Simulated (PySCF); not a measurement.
## Magnetisability: `C[CH2][GeH2][Br]`, C$_{2}$H$_{7}$BrGe

Molfile (atoms numbered from 1):
```
C2H7BrGe
     RDKit          3D

 11 10  0  0  0  0  0  0  0  0999 V2000
   -1.1603    0.8649   -0.6177 C   0  0  0  0  0  0  0  0  0  0  0  0
   -0.2564   -0.3517   -0.7574 C   0  0  0  0  0  0  0  0  0  0  0  0
    1.6175    0.0143   -0.3596 Ge  0  0  0  0  0  4  0  0  0  0  0  0
    2.3448    1.5949   -1.8961 Br  0  0  0  0  0  0  0  0  0  0  0  0
   -1.1831    1.2373    0.4185 H   0  0  0  0  0  0  0  0  0  0  0  0
   -2.1963    0.6275   -0.9056 H   0  0  0  0  0  0  0  0  0  0  0  0
   -0.8184    1.6923   -1.2586 H   0  0  0  0  0  0  0  0  0  0  0  0
   -0.5688   -1.1660   -0.0810 H   0  0  0  0  0  0  0  0  0  0  0  0
   -0.2893   -0.7611   -1.7799 H   0  0  0  0  0  0  0  0  0  0  0  0
    1.8178    0.6435    1.0309 H   0  0  0  0  0  0  0  0  0  0  0  0
    2.5216   -1.2164   -0.5438 H   0  0  0  0  0  0  0  0  0  0  0  0
  1  2  1  0
  2  3  1  0
  3  4  1  0
  1  5  1  0
  1  6  1  0
  1  7  1  0
  2  8  1  0
  2  9  1  0
  3 10  1  0
  3 11  1  0
M  END
```

Method: GIAO B97-2/aug-pcSseg-1 magnetisability, rotational g tensor and spin-rotation constants, non-relativistic, gas phase in PySCF 2.14.0. Geometry: PBE0-D3(BJ)/def2-SVP.

The calculation is non-relativistic, which matters for the atoms heavier than Zn.

**Question.** How diamagnetic is it, and how anisotropic?

**Answer.** Isotropic -1400 × 10⁻³⁰ J/T², or -84.3 × 10⁻⁶ cm³/mol; principal values -1432, -1401, -1365 × 10⁻³⁰ J/T², anisotropy 58 × 10⁻³⁰ J/T² (root of half the summed squared differences of the principal values). The susceptibility is in cgs units.

**Question.** Split it along the inertial axes a, b, c into diamagnetic and paramagnetic parts about the centre of mass, with the quadrupole moment.

**Answer.** 
| axis | χ (10⁻⁶ cm³/mol) | diamagnetic (10⁻⁶ cm³/mol) | paramagnetic (10⁻⁶ cm³/mol) | summed x² of all electrons (Å²) | quadrupole Θ (D Å) |
| --- | --- | --- | --- | --- | --- |
| a | -84.6 | -397.2 | 312.6 | 170.7 | +1.14 |
| b | -84.8 | -814.1 | 729.2 | 72.5 | +0.03 |
| c | -83.4 | -1032.0 | 948.6 | 21.1 | -1.16 |

Anisotropies 2χaa − χbb − χcc = -1.1 and 2χbb − χaa − χcc = -1.7 × 10⁻⁶ cm³/mol. Θ is traceless in Buckingham's convention.

**Question.** And the rotational g tensor?

**Answer.** 
```csv
axis,rotational constant (GHz),g,nuclear part,electronic part
a,4.0812,-0.0098,0.5895,-0.5994
b,1.5387,-0.0031,0.5240,-0.5271
c,1.1865,-0.0028,0.5259,-0.5288
```
Asymmetric top; isotopes 79Br, 12C, 74Ge, 1H; no vibrational averaging.
